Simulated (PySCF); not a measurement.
HOSc, SMILES [OH][Sc]. Geometry: PBE-D3(BJ)/def2-TZVP. The multiplicity is an assumed one; other spin states were not compared.

Method: PBE-D3(BJ)/def2-TZVP run with PySCF.

Harmonic wavenumbers (cm⁻¹): 269, 269, 781, 3824. Rotational constants (GHz): 11.73 (linear); symmetry number 1.

**Question.** Work out the zero-point energy and the ideal-gas rigid-rotor harmonic-oscillator thermochemistry at 298.15 K and 1 atm.

**Answer.** ZPE = ½ Σ hcν = ½ × 5143 cm⁻¹ = 7.35 kcal/mol. H − E(el) = 10.06 kcal/mol. Entropy in cal/(mol K): translation 38.29, rotation 14.45, vibration 3.43, total 56.17. G − E(el) = -6.69 kcal/mol. Cp = 11.10 cal/(mol K).
